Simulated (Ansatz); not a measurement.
Reaction (redistribution): `NB(N)S` + `O[SiH](F)[SiH2][SiH3]` → `NB(S)[SiH2][SiH3]` + `N[SiH](O)F`

Isolated molecules relaxed with PBE0-D4/def2-TZVP in Ansatz; ΔE leaves out vibrations. CCSD(T)/CBS is the MP2 limit (def2-TZVPP, def2-QZVPP) plus CCSD(T) − MP2 in def2-TZVPP, frozen cores. This one scheme is used for every species. Functionals use def2-TZVPP. B3LYP here is the variant with VWN-RPA as its local correlation; programs differ in this. Each species was taken in one conformer, which may not be the lowest.

(1) Is it downhill or uphill in electronic energy at CCSD(T)/CBS, and by how much? (Estimate.)

(2) What do these levels give: r2SCAN-D4, ωB97M-V, B2PLYP, r2SCAN, B3LYP, HF/def2-TZVPP, SCS-MP2/def2-TZVPP, CCSD/def2-TZVPP, CCSD(T)/def2-TZVPP, HF/CBS(def2), MP2/CBS(def2), CCSD/CBS(def2)? (Best estimate.)

Largest T1 diagnostic among the species: 0.014.

Answers

(1) The calculation gave: Nearly level: ΔE = +0.9 kJ/mol.

(2) The calculation gave: r2SCAN-D4 4.9, ωB97M-V 2.8, B2PLYP 3.7, r2SCAN 5.5, B3LYP 8.9, HF/def2-TZVPP 7.4, SCS-MP2/def2-TZVPP -1.8, CCSD/def2-TZVPP 1.0, CCSD(T)/def2-TZVPP -0.5, HF/CBS(def2) 7.6, MP2/CBS(def2) -2.0, CCSD/CBS(def2) 2.3 kJ/mol.

In def2-TZVPP, CCSD(T) changes the Hartree–Fock value by −7.9 kJ/mol (the triples alone add −1.4 kJ/mol) and MP2 by −10.8 kJ/mol.
